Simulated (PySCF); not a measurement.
A side-by-side comparison of computed properties.

First species: CH8F2Si3.
Geometry (GFN2-xTB, Å), atoms numbered from 1 in this order:
```
atom  x, y, z in Å
F1    -0.8556    1.8310   -0.6660
C2    -1.7584    0.8390   -0.3970
F3    -1.7053   -0.0018   -1.4744
Si4   -1.2351   -0.1120    1.2112
Si5    0.8539   -1.0060    0.7399
Si6    2.0217   -0.0083   -1.0072
H7    -2.7520    1.3043   -0.4073
H8    -1.3406    0.9384    2.2303
H9    -2.3836   -0.9989    1.4304
H10    1.6060   -0.9692    2.0084
H11    0.6570   -2.4495    0.5100
H12    3.3615   -0.5929   -1.1392
H13    2.1948    1.4264   -0.7777
H14    1.3350   -0.2008   -2.2833
```

Second species: C₆H₅NO.
SMILES: `O=Nc1ccccc1`

Levels: CAM-B3LYP/def2-SVPD for dipole moment, HOMO energy, LUMO energy, HOMO–LUMO gap, static isotropic polarisability and electronic spatial extent ⟨r²⟩ about the centre of nuclear charge; TDDFT CAM-B3LYP/def2-SVPD for lowest singlet excitation; TDA CAM-B3LYP/def2-SVPD for lowest triplet excitation (Tamm–Dancoff); GFN2-xTB for rotational constant A and rotational constant C. Geometries: GFN2-xTB. All species are isolated and taken at one optimised geometry, non-relativistic unless stated. Electronic properties by PySCF.

The conformers computed, where there is a choice (atom-mapped SMILES and torsion angles):
- `[F:1][CH:2]([F:3])[SiH2:4][SiH2:5][SiH3:6]`: F1–C2–Si4–Si5 -61°, C2–Si4–Si5–Si6 20°
- `[O:1]=[N:2][c:3]1[cH:4][cH:5][cH:6][cH:7][cH:8]1`: O1–N2–C3–C4 180°

```json
{"property": "dipole moment", "column X": "1.64 D", "column Y": "4.20 D"}
{"property": "HOMO energy", "column X": "-9.71 eV", "column Y": "-8.11 eV"}
{"property": "LUMO energy", "column X": "0.16 eV", "column Y": "-1.91 eV"}
{"property": "HOMO–LUMO gap", "column X": "9.87 eV", "column Y": "6.20 eV"}
{"property": "lowest singlet excitation", "column X": "6.84 eV", "column Y": "1.40 eV"}
{"property": "lowest triplet excitation (Tamm–Dancoff)", "column X": "5.84 eV", "column Y": "0.56 eV"}
{"property": "static isotropic polarisability", "column X": "101.0 au", "column Y": "81.8 au"}
{"property": "electronic spatial extent ⟨r²⟩ about the centre of nuclear charge", "column X": "1285 bohr²", "column Y": "888 bohr²"}
{"property": "rotational constant A", "column X": "2.080 GHz", "column Y": "5.328 GHz"}
{"property": "rotational constant C", "column X": "0.958 GHz", "column Y": "1.260 GHz"}
```

Problem. Which column belongs to which species?

Solution. Column X is the first species and column Y the second. The first has 14 atoms and 74 electrons, the second 13 and 56.

Problem. How does each property change from the first species to the second?

Solution. dipole moment +2.56 D; HOMO energy +1.60 eV; LUMO energy -2.07 eV; HOMO–LUMO gap -3.67 eV; lowest singlet excitation -5.44 eV; lowest triplet excitation (Tamm–Dancoff) -5.28 eV; static isotropic polarisability -19.2 au; electronic spatial extent ⟨r²⟩ about the centre of nuclear charge -397 bohr²; rotational constant A +3.248 GHz; rotational constant C +0.302 GHz.

On the first: The dipole matches unit charges of opposite sign 0.34 Å apart (1 e·Å = 4.8032 D).

On the second: S1 lies 4.80 eV below the HOMO–LUMO gap; its leading configuration is HOMO→LUMO, weight 0.94. The polarisability is 12.13 Å³ as a volume (1 au = 0.148185 Å³), or 1.46 au for each of the 56 electrons.
